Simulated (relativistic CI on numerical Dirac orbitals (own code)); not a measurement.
**Transition arrays of Lu28+**

Method of calculation: Dirac-Coulomb-Breit CI, separate exchange-only KLI orbitals for each configuration, QED by a radiative potential, valence Slater integrals scaled by 0.9, whole transition arrays (own radial code, finite nucleus).

Configurations in the expansion (outside the closed core [Ar] 3d10 4s2): 4p6.4d7, 4p6.4d6.4f, 4p5.4d8, 4p6.4d6.5p, 4p6.4d6.5f. Levels of other configurations are missing.

All E1 lines from the levels of 4p6.4d7; mean and standard deviation are weighted by gf, and upper levels are sorted by their leading configuration.

```csv
Upper configuration,Lines,Σgf,Mean (eV),Mean (nm),σ (eV),Strongest line (nm)
4p6.4d6.4f,2942,531.0,222.80,5.565,9.76,5.457
4p5.4d8,349,161.9,240.38,5.158,15.02,5.068
4p6.4d6.5p,1718,81.1,399.36,3.105,7.56,3.091
4p6.4d6.5f,2825,214.0,556.53,2.228,6.92,2.196
```

Σgf per state of the lower configuration in bins of 0.1 nm over the central range (centre: value): 2.15: 0.42, 2.25: 1.36, 2.95: 0.04, 3.05: 0.33, 3.15: 0.28, 4.95: 0.15, 5.05: 0.49, 5.15: 0.38, 5.25: 0.24, 5.35: 0.13, 5.45: 2.28, 5.55: 1.38, 5.65: 0.22, 5.75: 0.06, 5.85: 0.03, 5.95: 0.02, 6.05: 0.05, 6.15: 0.04, 6.25: 0.03.

(1) How do configuration mixing and the scaling of the Slater integrals move the arrays?

Results:

(1) Slater scale 0.9, no configuration mixing: 4p6.4d6.4f 219.0 ± 8.9 eV (Σgf 501.8), 4p5.4d8 202.0 ± 27.8 eV (Σgf 148.4), 4p6.4d6.5p 399.6 ± 7.5 eV (Σgf 90.8), 4p6.4d6.5f 556.5 ± 6.9 eV (Σgf 212.4); Slater scale 1: 4p6.4d6.4f 227.4 ± 10.4 eV (Σgf 550.3), 4p5.4d8 243.0 ± 16.0 eV (Σgf 155.1), 4p6.4d6.5p 399.4 ± 7.8 eV (Σgf 79.9), 4p6.4d6.5f 556.6 ± 7.1 eV (Σgf 214.3); Slater scale 0.8: 4p6.4d6.4f 218.9 ± 9.2 eV (Σgf 525.8), 4p5.4d8 236.9 ± 16.0 eV (Σgf 154.4), 4p6.4d6.5p 399.3 ± 7.4 eV (Σgf 82.2), 4p6.4d6.5f 556.4 ± 6.7 eV (Σgf 213.7). With mixing, levels are counted to their leading configuration, so an array can shrink or vanish into another, and the sums then hold other lines.
